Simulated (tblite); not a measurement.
Task: What does the GFN2-xTB structure of InChI=1S/C6H4F3N/c1-3-4(2)5(10)6(7,8)9/h1,10H,2H2/b10-5+ look like in three dimensions?

Result: 
```xyz
14
C6H4F3N angstrom
C      2.9102   -0.6301    0.1923
C      1.8122   -0.1455    0.1877
C      0.4878    0.3695    0.1607
C      0.2414    1.6473    0.4751
C     -0.5367   -0.6153   -0.2353
N     -0.3610   -1.8235   -0.5416
C     -1.9810   -0.1337   -0.2862
F     -2.3987    0.3250    0.9085
F     -2.8298   -1.0886   -0.6486
F     -2.1405    0.8802   -1.1570
H      3.8832   -1.0228    0.2062
H      1.0505    2.3019    0.7537
H     -0.7441    2.0764    0.4681
H      0.6057   -2.1412   -0.5059
```

Orientation and origin are arbitrary. Atoms count from 1 in this order. The C–C distances run from 1.200 Å (C1≡C2, drawn triple) to 1.523 Å (C5–C7, drawn single), a spread of 0.323 Å. Of the pairs four or more bonds apart, C2···H14 is among the closest relative to their van der Waals radii: 2.43 Å, 84 % of the sum of Bondi's values.

Bonds between heavy atoms (Å): C1≡C2 1.200, C2–C3 1.421, C3=C4 1.339, C3–C5 1.475, C5=N6 1.259, C5–C7 1.523, C7–F8 1.346, C7–F9 1.328, C7–F10 1.346.

Structure optimised with GFN2-xTB, isolated species.

Point group: Cs (tolerance 0.08 Å). Its GFN2-xTB frequencies are all real (lowest 26 cm⁻¹). The numbers are those of one conformer (C2–C3–C5–N6 0°). 3 starts were optimised and ended at 0.00, 0.95 and 1.07 kcal/mol (GFN2-xTB); the lowest of these is shown.

On an Arm Neoverse V1 with one thread (shared host), this took 0.29 s of wall time. That covers the optimisation of the geometry.

All values are computed, not measured.
